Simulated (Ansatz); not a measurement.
Consider the redistribution: `[SiH3]/C=C/C[SiH3]` + `CO[SiH](F)[SeH]` → `F[SiH]([SeH])O[SiH3]` + `C/C=C\C[SiH3]`.

Gas-phase electronic energies from Ansatz, PBE0-D4/def2-TZVP geometries. CCSD(T)/CBS adds triple-zeta CCSD(T) − MP2 to the extrapolated MP2 energy (def2 sets, frozen cores). Double bonds are as drawn, so ΔE can hold a change between cis and trans. DFT in def2-TZVPP. For Se outer-core shells are correlated without core-valence functions, which leaves a few kJ/mol of doubt a bond. Scalar relativity is left out up to krypton. Each species was taken in one conformer, which may not be the lowest.

Is it downhill or uphill in electronic energy at CCSD(T)/CBS, and by how much? (Best estimate.)

Computed: Downhill: ΔE = -1.70 eV.

What do these levels give: ωB97M-V, r2SCAN, MP2/def2-TZVPP, SCS-MP2/def2-QZVPP, HF/CBS(def2), CCSD/CBS(def2)? (Best estimate.)

Ansatz gave: ωB97M-V -1.66, r2SCAN -1.64, MP2/def2-TZVPP -1.74, SCS-MP2/def2-QZVPP -1.74, HF/CBS(def2) -1.76, CCSD/CBS(def2) -1.73 eV.

Largest T1 diagnostic among the species: 0.012.

From PBE to PBE0 (25 % exact exchange), in def2-TZVPP and without D4, ΔE moves by −0.08 eV.
